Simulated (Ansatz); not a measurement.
Ansatz (a quantum-chemistry and plane-wave program) input file for Sn(F)2(Cl)(NH2) (ClF2H2NSn), SMILES [F][Sn]([NH2])([F])[Cl], PBE0/def2-SVPD. Coordinates come from a B3LYP-D3(BJ)/def2-SVP optimisation. The structure was generated by enumeration; whether it is a known compound was not checked. The def2 effective core potentials stand for the cores of Sn; spin–orbit coupling is left out. The values are those of a single conformer.

Ansatz 0.2 input:
```yaml
crystal:
  periodic: [false, false, false]
  atoms:
    - {symbol: N, position_ang: [2.09831450, -0.36151133, 0.17954444]}
    - {symbol: Sn, position_ang: [0.13859927, 0.13532562, 0.09917477]}
    - {symbol: F, position_ang: [-0.55649697, 0.34312441, 1.88955519]}
    - {symbol: F, position_ang: [-0.08909605, 1.83024478, -0.80047794]}
    - {symbol: Cl, position_ang: [-1.22794792, -1.39704040, -0.99173508]}
    - {symbol: H, position_ang: [2.65759291, 0.33996205, -0.31098470]}
    - {symbol: H, position_ang: [2.40969407, -0.38630010, 1.15323632]}
basis:
  gaussian:
    orbitals: def2-SVPD
hamiltonian:
  xc: {name: PBE0}
```

Output:

```
WARN ansatz: RAYON_NUM_THREADS=1 ignored (pool sized by the plan → 1); use --threads N
Functional definition: PBE0
integrals: 0.09 GiB planned
1374 factors; their error is unknown
mean field: 0.71 GiB planned
mean field evaluation 1: about -25284.9477 eV, gradient 6.8e1 eV
mean field evaluation 2: about -25268.3516 eV, gradient 1.2e2 eV
mean field evaluation 4: about -25293.5444 eV, gradient 4.8e0 eV
mean field evaluation 8: about -25293.5992 eV, gradient 9.1e-2 eV
mean field evaluation 16: about -25293.7865 eV, gradient 4.8e-5 eV
mean field -25293.78654012 eV, -929.5295106052 hartree, gradient 4.8e-5 eV, S^2 0.000000; 0 other end points of the search recorded, 0 dependent functions left out
reference -25293.78657888 eV, -929.5295120294 hartree; 33, 33 occupied and 108, 108 virtual orbitals, 1374 factors
Total energy: -25293.78657888 eV, -929.5295120294 hartree
```

Self-consistency was reached.

Cost: about 3 core-seconds (a rough figure).
